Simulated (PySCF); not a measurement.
Constitutional and geometric isomers with formula H6Si4. Isolated molecules, 0 K electronic values unless said otherwise. One relaxed conformer stands for each flexible species; it need not be the lowest. Strings in code marks are SMILES.

These are PBE0-D3(BJ)/def2-TZVP run with PySCF 2.14.0 values and carry that method's errors. 

```
species                                               HOMO (eV)  dipole moment (D)  LUMO (eV)
----------------------------------------------------  ---------  -----------------  ---------
`[SiH3][SiH]1[SiH]=[SiH]1`                                -6.07               0.70      -1.87
`[SiH2]1[SiH]=[SiH][SiH2]1`                               -6.15               0.41      -1.99
`[SiH]1[SiH2][Si]=1[SiH3]`                                -6.11               0.90      -1.99
`[SiH2]=[SiH][SiH]=[SiH2]` (Si–Si–Si–Si torsion 64°)      -5.70                  –      -2.58
```
